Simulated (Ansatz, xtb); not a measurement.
# C6H6FNS: which of two isomers lies lower

Structure X is `C=C(C)c1scnc1F`, a singlet and structure Y is `N#CC1=CCC[C@H](F)S1`, a singlet. Both are isolated molecules in the gas phase, relaxed with PBE0-D3(BJ)/def2-SVP, each in the lowest conformer that the search found.

Quicker runs give these differences E(Y) − E(X): GFN2-xTB +76.77 kJ/mol; HF/STO-3G −85.88 kJ/mol (at GFN2-xTB geometries); r2SCAN-D4/def2-SVP +34.93 kJ/mol (at GFN2-xTB geometries).

**Question.** Estimate E(Y) − E(X) at the level CCSD(T)/def2-SVP + ΔMP2/def2-TZVPP.

**Answer.** Too close to call at this level: CCSD(T)/def2-SVP + ΔMP2/def2-TZVPP gives E(Y) − E(X) = +0.95 kJ/mol.

How the difference moves with the method:

| level | geometry | E(Y) − E(X) (kJ/mol) | departure from the last row (kJ/mol) | job, with rough time for the two |
| --- | --- | --- | --- | --- |
| GFN2-xTB | GFN2-xTB | +76.77 | +75.82 | optimisation, 0.28 s |
| HF/STO-3G | GFN2-xTB | −85.88 | −86.83 | single point, 0.56 s |
| r2SCAN-D4/def2-SVP | GFN2-xTB | +34.93 | +33.98 | single point, 5.4 s |
| PBE0-D3(BJ)/def2-SVP | PBE0-D3(BJ)/def2-SVP | +27.78 | +26.83 | optimisation, 50 s |
| HF/def2-SVP | PBE0-D3(BJ)/def2-SVP | −21.25 | −22.20 | part of the CCSD(T) run |
| MP2/def2-SVP | PBE0-D3(BJ)/def2-SVP | −3.10 | −4.05 | part of the CCSD(T) run |
| CCSD(T)/def2-SVP | PBE0-D3(BJ)/def2-SVP | −7.93 | −8.89 | single point |
| CCSD(T)/def2-SVP + ΔMP2/def2-TZVPP | PBE0-D3(BJ)/def2-SVP | +0.95 |  | single point, 2.7 min |

As drawn, Y has 1 C≡N, 2 C–C, 2 C–S in place of 2 C∷S, 2 C∷N, 1 C∷C (∷ is an aromatic bond). Structure X has a 5-membered ring (with an aromatic ring), Y a 6-membered ring.

The largest departure from CCSD(T)/def2-SVP + ΔMP2/def2-TZVPP is that of HF/STO-3G, 86.83 kJ/mol. The last row adds to CCSD(T) the change of the MP2 difference between the two basis sets, here +8.89 kJ/mol.

With thermal terms from frequencies at re-optimised GFN2-xTB minima (ideal gas, soft modes damped towards free rotors, one conformer each, 298.15 K, 1 atm): on the last row, ΔE + ΔZPE = +3.23, ΔH = +3.03, ΔG = +2.75 kJ/mol.

The correlated steps freeze 13 core orbitals. Mirror images aren't counted in ΔG. Programs: Ansatz 0.2.0, xtb 6.7.1; the last row on 4 threads of Arm Neoverse V1 on a shared host.
